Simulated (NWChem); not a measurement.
System: C2H5O2 cation; SMILES O=C[OH+]C

Output (shortened):

```
             Northwest Computational Chemistry Package (NWChem) 7.3.0
             --------------------------------------------------------

                             Geometry "geometry" -> ""
                             -------------------------

 Output coordinates in angstroms (scale by  1.889725989 to convert to a.u.)

  No.       Tag          Charge          X              Y              Z
 ---- ---------------- ---------- -------------- -------------- --------------
    1 C                    6.0000     0.15066600     1.77506100     0.15465200
    2 O                    8.0000    -0.35073200     0.39025700     0.15412400
    3 C                    6.0000     0.39547500    -0.85795000    -0.20770400
    4 O                    8.0000    -0.17188500    -1.86281900    -0.14191500
    5 H                    1.0000     1.19447600     1.71996500    -0.17556600
    6 H                    1.0000    -0.45693700     2.34786000    -0.55519300
    7 H                    1.0000     0.08160400     2.15291000     1.18112300
    8 H                    1.0000    -1.28088800     0.23249400     0.42326200
    9 H                    1.0000     1.42078000    -0.55951300    -0.48953100

 Effective nuclear repulsion energy (a.u.)     125.4125810358

                                 NWChem DFT Module
                                 -----------------

 Summary of "ao basis" -> "ao basis" (spherical)
 ------------------------------------------------------------------------------
       Tag                 Description            Shells   Functions and Types
 ---------------- ------------------------------  ------  ---------------------
 C                          def2-svp                 6       14   3s2p1d
 O                          def2-svp                 6       14   3s2p1d
 H                          def2-svp                 3        5   2s1p

 in cosmo_initialize ...

 solvent parameters
 solvname_short: unkn
 solvname_long:  unknown
 dielec:        2.0000

          ---------------
          -cosmo- solvent
          ---------------
 Cosmo: York-Karplus, doi: 10.1021/jp992097l
 dielectric constant -eps-     =   2.00
 screen = (eps-1)/(eps    )    =   0.50000
 surface charge correction     = lagrangian

   van der Waals surface
 --------------------------

 ---------- ATOMIC COORDINATES (A.U.) ------------ VDWR(ANG.) --
     1    0.28471746    3.35437890    0.29224990     2.000
     2   -0.66278738    0.73747880    0.29125213     1.720
     3    0.74733939   -1.62129041   -0.39250365     2.000
     4   -0.32481555   -3.52021748   -0.26818046     1.720
     5    2.25723234    3.25026256   -0.33177163     1.300
     6   -0.86348572    4.43681206   -1.04916264     1.300
     7    0.15420920    4.06840998    2.23199883     1.300
     8   -2.42052734    0.43934995    0.79984920     1.300
     9    2.68488489   -1.05732626   -0.92507945     1.300
 number of segments per atom =         32
 number of   points per atom =         32
 atom (   nspa,  nppa )
 ----------------------
    1 (     19,     0 )       0
    2 (     11,     0 )       0
    3 (     18,     0 )       0
    4 (     22,     0 )       0
    5 (     13,     0 )       0
    6 (     16,     0 )       0
    7 (     15,     0 )       0
    8 (     18,     0 )       0
    9 (     14,     0 )       0
 number of -cosmo- surface points =      146
 molecular surface =     97.503 angstrom**2
 molecular volume  =     80.168 angstrom**3
 G(cav/disp)       =      1.348 kcal/mol
 -lineq- algorithm             =   0
 -bem- low  level              =   2
 -bem- from -octahedral-
 gaussian surface charge width =   4.50000
 degree of switching           =   1.00000
 switching function tolerance  =   0.00010
 atomic radii =
 --------------
    1  6.000  2.000
    2  8.000  1.720
    3  6.000  2.000
    4  8.000  1.720
    5  1.000  1.300
    6  1.000  1.300
    7  1.000  1.300
    8  1.000  1.300
    9  1.000  1.300
 ...... end of -cosmo- initialization ......

            General Information
            -------------------
          SCF calculation type: DFT
          Wavefunction type:  closed shell.
          No. of atoms     :     9
          No. of electrons :    32
           Alpha electrons :    16
            Beta electrons :    16
          Charge           :     1
          Spin multiplicity:     1
          Use of symmetry is: off; symmetry adaption is: off
          Maximum number of iterations: 150
          AO basis - number of functions:    81
                     number of shells:    39
          Convergence on energy requested:  1.00D-06
          Convergence on density requested:  1.00D-05
          Convergence on gradient requested:  5.00D-04

[...]

                                   COSMO solvation results
                                   -----------------------

                 gas phase energy =      -228.912840050364
                 sol phase energy =      -228.969214534199
 (electrostatic) solvation energy =         0.056374483834 (   35.38 kcal/mol)

                       DFT Final Molecular Orbital Analysis
                       ------------------------------------

 Vector   14  Occ=2.000000D+00  E=-5.611785D-01
              MO Center=  3.7D-01,  1.6D+00,  6.9D-02, r^2= 1.7D+00
   Bfn.  Coefficient  Atom+Function         Bfn.  Coefficient  Atom+Function
  ----- ------------  ---------------      ----- ------------  ---------------
     4      0.417896  1 C  px                57      0.362755  5 H  s
     7      0.177231  1 C  px                62     -0.172437  6 H  s
    67     -0.169106  7 H  s                  6     -0.142193  1 C  pz
     5     -0.134807  1 C  py                33     -0.110140  3 C  py
    72      0.108533  8 H  s                 46      0.106105  4 O  px

 Vector   15  Occ=2.000000D+00  E=-5.030017D-01
              MO Center= -1.7D-01,  7.9D-01,  1.5D-01, r^2= 2.7D+00
   Bfn.  Coefficient  Atom+Function         Bfn.  Coefficient  Atom+Function
  ----- ------------  ---------------      ----- ------------  ---------------
    20      0.433069  2 O  pz                23      0.322010  2 O  pz
     6     -0.298814  1 C  pz                67     -0.241228  7 H  s
    62      0.238664  6 H  s                 48     -0.236159  4 O  pz
    51     -0.159425  4 O  pz                18      0.131157  2 O  px
     9     -0.127069  1 C  pz                21      0.097957  2 O  px

 Vector   16  Occ=2.000000D+00  E=-4.837044D-01
              MO Center= -9.9D-04, -1.2D+00, -1.3D-01, r^2= 1.9D+00
   Bfn.  Coefficient  Atom+Function         Bfn.  Coefficient  Atom+Function
  ----- ------------  ---------------      ----- ------------  ---------------
    46      0.470388  4 O  px                49      0.304582  4 O  px
    47     -0.256056  4 O  py                19     -0.215908  2 O  py
    17      0.211453  2 O  s                 77     -0.203293  9 H  s
    50     -0.182723  4 O  py                48     -0.173594  4 O  pz
    22     -0.168780  2 O  py                18      0.117682  2 O  px

 Vector   17  Occ=0.000000D+00  E=-1.533459D-01
              MO Center=  2.4D-01, -1.1D+00, -1.9D-01, r^2= 1.4D+00
   Bfn.  Coefficient  Atom+Function         Bfn.  Coefficient  Atom+Function
  ----- ------------  ---------------      ----- ------------  ---------------
    34      0.544762  3 C  pz                37      0.523983  3 C  pz
    51     -0.430945  4 O  pz                48     -0.407863  4 O  pz
    20     -0.175570  2 O  pz                23     -0.168746  2 O  pz
    32      0.167231  3 C  px                35      0.161633  3 C  px
    49     -0.132723  4 O  px                46     -0.125319  4 O  px

 Vector   18  Occ=0.000000D+00  E=-8.189537D-02
              MO Center= -5.7D-01,  5.3D-01,  2.4D-01, r^2= 3.3D+00
   Bfn.  Coefficient  Atom+Function         Bfn.  Coefficient  Atom+Function
  ----- ------------  ---------------      ----- ------------  ---------------
    17      1.003820  2 O  s                 73     -0.716603  8 H  s
     8      0.493872  1 C  py                31     -0.336043  3 C  s
    16      0.329336  2 O  s                  5      0.311093  1 C  py
    78      0.232956  9 H  s                 72     -0.229817  8 H  s
    33     -0.201432  3 C  py                 7      0.175785  1 C  px

 Vector   19  Occ=0.000000D+00  E=-2.820467D-02
              MO Center=  7.9D-01,  7.8D-01, -1.5D-01, r^2= 5.1D+00
   Bfn.  Coefficient  Atom+Function         Bfn.  Coefficient  Atom+Function
  ----- ------------  ---------------      ----- ------------  ---------------
     3      1.500155  1 C  s                 78     -1.093853  9 H  s
    31      1.074527  3 C  s                 63     -0.724275  6 H  s
    58     -0.720466  5 H  s                 68     -0.717967  7 H  s
    30      0.350715  3 C  s                 73     -0.317967  8 H  s
     2      0.254727  1 C  s                 21     -0.229770  2 O  px

     Multipole analysis of the density
     ---------------------------------

     L   x y z        total         alpha         beta         nuclear
     -   - - -        -----         -----         ----         -------
     0   0 0 0      1.000000    -16.000000    -16.000000     33.000000

     1   1 0 0      0.123487      0.009828      0.009828      0.103831
     1   0 1 0      1.561336      1.143603      1.143603     -0.725870
     1   0 0 1      0.150011     -0.079437     -0.079437      0.308885

     2   2 0 0    -11.581672    -19.354768    -19.354768     27.127864
     2   1 1 0     -1.126181     -2.527099     -2.527099      3.928017
     2   1 0 1     -1.407163      2.309780      2.309780     -6.026724
     2   0 2 0    -12.487023   -123.684275   -123.684275    234.881526
     2   0 1 1      0.726500    -11.460636    -11.460636     23.647771
     2   0 0 2    -15.260623    -12.819795    -12.819795     10.378967
```

Level: PBE0/def2-SVP, COSMO on the gas-phase geometry. Geometry: optimised at PBE0/def2-SVP. COSMO prints the solvation energy as gas minus solution, so a positive value is a stabilisation.

Question: Write an input that gives this output.

Answer: One answer among several that fit: the input that was run:
```
start job
memory heap 200 mb stack 900 mb global 1100 mb
charge 1
geometry units angstroms noautosym nocenter noautoz
  C      0.150666     1.775061     0.154652
  O     -0.350732     0.390257     0.154124
  C      0.395475    -0.857950    -0.207704
  O     -0.171885    -1.862819    -0.141915
  H      1.194476     1.719965    -0.175566
  H     -0.456937     2.347860    -0.555193
  H      0.081604     2.152910     1.181123
  H     -1.280888     0.232494     0.423262
  H      1.420780    -0.559513    -0.489531
end
basis spherical
  C library def2-svp
  O library def2-svp
  H library def2-svp
end
dft
  xc pbe0
  iterations 150
end
cosmo
  dielec 2.0
end
task dft energy
```
